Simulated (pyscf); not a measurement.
**H₃C–SiH•–Cl, doublet**

Gas-phase minimum from PySCF at ωB97X-D3(BJ)/def2-SVP, one conformer. Other isomers of H₃C–SiH•–Cl were not searched in full and may lie lower. 

```xyz
7

C     -0.4262     0.2584     0.6348
Si    -0.1412    -1.1800    -0.5366
Cl     0.6791    -0.4547    -2.3021
H     -1.1047     0.9909     0.1663
H      0.5210     0.7655     0.8729
H     -0.8826    -0.0944     1.5733
H     -1.4248    -1.8661    -0.8837
```
Charge 0, spin multiplicity 2.

Bond lengths (Å): C1–Si2 1.877, C1–H4 1.103, C1–H5 1.100, C1–H6 1.102, Si2–Cl3 2.078, Si2–H7 1.496. Angles (°): Si2–C1–H4 109.7, Si2–C1–H5 110.9, Si2–C1–H6 110.4, H4–C1–H5 108.4, H4–C1–H6 108.6, H5–C1–H6 108.7, C1–Si2–Cl3 108.8, C1–Si2–H7 111.5, Cl3–Si2–H7 107.6.

Properties at ωB97X-D3(BJ)/def2-SVP:

```yaml
harmonic_wavenumbers_unscaled: 148, 193, 540, 553, 689, 741, 805, 891, 1273, 1431, 1437, 2211, 3064, 3168, 3184 cm⁻¹
zero_point_energy: 29.1 kcal/mol
rotational_symmetry_number: 1
Entropy of this conformer at 298 K and 1 atm, rigid rotor and harmonic oscillator, modes under 100 cm⁻¹ raised to 100: 302.0 J/(mol K)
dipole_moment: 1.92 D
Spin expectation value S2: 0.751
```

Single-point totals, which compare only within one level (frozen core for MP2 and CC):

```csv
level,total energy (hartree)
ωB97X-D3(BJ)/def2-TZVP,-790.30638
PBE/def2-TZVP,-789.85416
r²SCAN/def2-TZVP,-790.17151
B3LYP-D3(BJ)/def2-TZVP,-790.30117
PBE0-D3(BJ)/def2-TZVP,-789.93336
M06-2X/def2-TZVP,-790.19205
ωB97M-D3(BJ)/def2-TZVP,-790.35004
UHF/def2-TZVPP,-788.69044
MP2/def2-TZVPP,-789.16004
CCSD/def2-TZVPP,-789.20367
CCSD(T)/def2-TZVPP,-789.22412
```

Soft torsions are taken as harmonic, which can shift the entropy by several J/(mol K). The CCSD(T) − MP2 part came from Ansatz, without density fitting, on the same reference.
